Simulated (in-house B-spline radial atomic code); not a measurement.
Configurations of Fe³⁺, with energies counted from [Ar] 3d5. Level of theory: scalar-relativistic (X2C) revTPSS, spin-polarised, spherical fractional occupations, Fermi nucleus of rms radius 3.7377 fm; calculated with an all-electron radial atomic-structure program (B-spline basis). Shells without spins written out take the highest spin.

Occupations are held fixed; configurations that lie above the ionisation limit could autoionise.

```csv
configuration,E - E(ref) (eV),highest orbital,its <r> (bohr)
"[Ar] 3d(4 up, 1 down)",4.8743,3d down,1.005
"[Ar] 3d(3 up, 2 down)",7.2904,3d down,0.9927
[Ar] 3d4 4s1,15.719,4s up,2.162
[Ar] 3d4 4d1,33.954,4d up,3.239
"[Ne] 3s2 3p(3 up, 2 down) 3d(1 up, 5 down)",59.244,3d up,0.995
[Ne] 3s2 3p5 3d5 4s1,63.601,4s up,2.147
[Ne] 3s2 3p5 3d5 4p1,71.482,4p up,2.435
```

Q: Order these further configurations by energy, lowest first.
A. [Ne] 3s2 3p(2 up, 3 down) 3d(2 up, 3 down) 4p(1 up, 0 down)
B. [Ar] 3d(3 up, 1 down) 4s(1 up, 0 down)
C. [Ar] 3d4 4f1
D. [Ar] 3d(2 up, 2 down) 4d(0 up, 1 down)
E. [Ne] 3s2 3p5 3d5 4d1

A: B (20.049 eV), D (39.568 eV), C (40.903 eV), E (82.065 eV), A (83.179 eV).

Q: How far above the reference does [Ne] 3s2 3p5 3d6 lie?

A: 54.208 eV; its least bound orbital is 3d down with <r> = 1.014 bohr.

Q: How far above the reference does [Ar] 3d4 4p1 lie?

A: 23.509 eV; its least bound orbital is 4p up with <r> = 2.454 bohr.

Q: How far above the reference does [Ne] 3s2 3p5 3d5 4f1 lie?

A: 89.102 eV; its least bound orbital is 4f up with <r> = 4.308 bohr.
